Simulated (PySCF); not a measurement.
## Structure from NMR data

The spectra below were simulated for a compound C2H11FO2Si3.

¹H NMR (400 MHz, computed): δ 5.28 (m, 2H), 5.25 (m, 2H), 4.16 (m, 1H), 0.44 (m, 6H).

¹³C{¹H} NMR (computed): δ 0.2 (CH3, 2C).

- GFN2-xTB structure
- shielding tensors at PBE0/pcSseg-1 (GIAO)
- run in PySCF 2.14
- non-relativistic Hamiltonian, gas phase, equivalent nuclei averaged, one computed conformer

Shifts are taken against calculated references (same method and geometry level): ¹H (σref 31.72), ¹³C (σref 186.93) vs TMS.

Which candidate is it?
A. C[Si@@H](O)[Si@](C)(F)O[SiH3]
B. C[SiH2]O[SiH](F)O[SiH2]C
C. C[C@H](F)[SiH2]O[SiH2]O[SiH3]
D. CO[Si](F)(OC)[SiH2][SiH3]

## Answers

B. 

- Rings plus π bonds: 0.
- 1 carbon signal for 2 carbons: some carbons are equivalent by symmetry or fast rotation.
- Carbon types of the structure: 2 × CH3, leaving 5 H on heteroatoms.
- δC 0.2: methyl carbon bonded to Si; an electropositive neighbour leaves it electron-rich and shielded.
- δH 5.28, 5.25: hydrogen on a silicon bonded to C, O.
- δH 4.16: hydrogen on a silicon bonded to F, 2 O.
- δH 0.44: hydrogen on a methyl carbon bonded to Si; an electropositive neighbour shields it, as in TMS itself.

The others: CO[Si](F)(OC)[SiH2][SiH3] would give 3 signals for carbon-bound and other non-exchanging H, not 4; C[C@H](F)[SiH2]O[SiH2]O[SiH3] would give 2 carbon signals, not 1; C[Si@@H](O)[Si@](C)(F)O[SiH3] would give 2 carbon signals, not 1.

Splittings by ¹⁹F in the carbon and heteronuclear signals aren't shown, as no couplings were computed. Shifts are as computed. Against solution values, carbons near 30 ppm lie about +3 ppm off and those near 130 ppm about +5 ppm. Of 1211 compounds with measured shifts, 218 miss one by over three times the rms of a fit or turn the order of signals round; such compounds aren't used in these exercises. Multiplicities follow the n + 1 count of equivalent neighbours, as no J values were calculated; m marks all less simple cases, F and P coupling included.
